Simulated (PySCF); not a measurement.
A structure optimised at PBE0-D3(BJ)/def2-SVP, used in a PySCF frequency run:

```
C
H 1 1.1009
H 1 1.1043 2 106.07
C 1 1.4958 2 109.44 3 -117.33
C 4 1.3265 1 124.39 2 -5.26
F 5 1.3131 4 124.92 1 -179.28
F 5 1.3153 6 109.99 4 179.72
H 4 1.0928 5 115.88 6 -0.59
C 1 1.5254 2 110.02 3 117.99
H 9 1.1006 1 111.12 2 -59.05
H 9 1.1007 10 108.04 1 -122.06
H 9 1.1015 10 107.66 11 -115.83
```
Charge 0, spin multiplicity 1.

Q: Write its SMILES and formula.

A: CCC=C(F)F, C4H6F2

Q: What are its rotational constants (standard atomic weights)?

A: 7.9250, 1.8897, 1.6625 GHz
